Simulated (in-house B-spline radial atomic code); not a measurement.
A fraction x of an electron is removed from 4d in Cd⁵⁺, starting from [Kr] 4d7 and keeping the highest spin. Method: scalar-relativistic (X2C) PBE0, spin-polarised, spherical fractional occupations, Fermi nucleus of rms radius 4.6087 fm. Calculated with an all-electron radial atomic-structure program (B-spline basis).

Caution: exact exchange at fractional occupations of open shells leaves self-interaction of up to several eV.

```json
{"x": "0", "E(x) - E(0) (eV)": "0.0000", "4d down level (eV)": "-78.256"}
{"x": "0.01", "E(x) - E(0) (eV)": "0.7834", "4d down level (eV)": "-78.422"}
{"x": "0.15", "E(x) - E(0) (eV)": "11.9256", "4d down level (eV)": "-80.756"}
{"x": "0.32", "E(x) - E(0) (eV)": "25.8964", "4d down level (eV)": "-83.610"}
{"x": "0.46", "E(x) - E(0) (eV)": "37.7673", "4d down level (eV)": "-85.977"}
{"x": "0.5", "E(x) - E(0) (eV)": "41.2200", "4d down level (eV)": "-86.656"}
{"x": "0.51", "E(x) - E(0) (eV)": "42.0874", "4d down level (eV)": "-86.826"}
{"x": "0.75", "E(x) - E(0) (eV)": "63.4169", "4d down level (eV)": "-90.927"}
{"x": "0.82", "E(x) - E(0) (eV)": "69.8239", "4d down level (eV)": "-92.131"}
{"x": "1", "E(x) - E(0) (eV)": "86.6872", "4d down level (eV)": "-95.243"}
```

The exact functional would give a straight line between the two integer points. Deviations E(x) - E(0) - x[E(1) - E(0)], in eV: -0.083 at x = 0.01, -1.077 at x = 0.15, -1.844 at x = 0.32, -2.109 at x = 0.46, -2.124 at x = 0.5, -2.123 at x = 0.51, -1.599 at x = 0.75, -1.26 at x = 0.82.

The curve lies below the straight line by up to 2.124 eV (at x = 0.5): convex, the delocalisation error, to which spherically averaged exact exchange adds.

Question: How well does Slater's transition state (minus the level at half occupation) give the ionisation energy?

Answer: It gives 86.656 eV against 86.687 eV from the two total energies; NIST lists 87.00 eV, ground level to ground level. The end point has an open shell averaged over its orbitals, so its exact exchange keeps a self-interaction and this is no true integer point.
